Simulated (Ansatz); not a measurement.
`O=C=CCBr` + H₂ → `CC=C=O` + HBr at 400 K and 1 bar (hydrogenolysis of a C–Br bond).

Isolated molecules relaxed with PBE0-D4/def2-TZVP in Ansatz; ΔE leaves out vibrations. CCSD(T)/CBS adds triple-zeta CCSD(T) − MP2 to the extrapolated MP2 energy (def2 sets, frozen cores). This one scheme is used for every species. For Br outer-core shells are correlated without core-valence functions, which leaves a few kJ/mol of doubt a bond. Scalar relativity is left out up to krypton. One conformer a species, not always the lowest.

```csv
species,CCSD(T)/CBS energy (Eh),H − E (kJ/mol),S (J/(mol·K))
`O=C=CCBr`,-2764.41266,163.9,353.8
H₂,-1.17544,38.0,139.0
`CC=C=O`,-191.69565,183.3,307.8
HBr,-2573.91920,27.6,207.2
```

H − E and S are ideal-gas, rigid-rotor, harmonic terms from PBE0-D4/def2-TZVP, for one conformer and one mirror image of each species. For small species the MP2-based limit differs from directly extrapolated CCSD(T) by up to some mEh (0.8 for H₂); such offsets cancel only in part. 1 Eh = 2625.50 kJ/mol, R = 8.31446 J/(mol·K).

By hand: ΔE, ΔH, ΔS and ΔG.

ΔE = (-191.69565) + (-2573.91920) − (-2764.41266) − (-1.17544) = -0.02675 Eh = -70.2 kJ/mol. Δ(H − E) = 183.3 + 27.6 − 163.9 − 38.0 = 9.0, so ΔH = -61.2 kJ/mol. ΔS = 307.8 + 207.2 − 353.8 − 139.0 = 22.2 J/(mol·K). ΔG = -61.2 − 400 × (22.2)/1000 = -70.1 kJ/mol.

By hand: the equilibrium constant, and the temperature at which ΔG would vanish if ΔH and ΔS stayed fixed.

log₁₀ K = −ΔG/(RT ln 10) = 9.2. ΔH and −TΔS have one sign here, so there is no such temperature.

ΔH outweighs TΔS. A doubt of 5 kJ/mol in ΔE shifts log₁₀ K by 0.7 here. Other conformers and mirror images would add mixing entropy, several J/(mol·K) or more a flexible species. These are equilibria of isolated gas molecules and say nothing of rates. Largest T1 diagnostic: 0.015 (customary marks: 0.02 for closed shells, 0.045 for open ones).
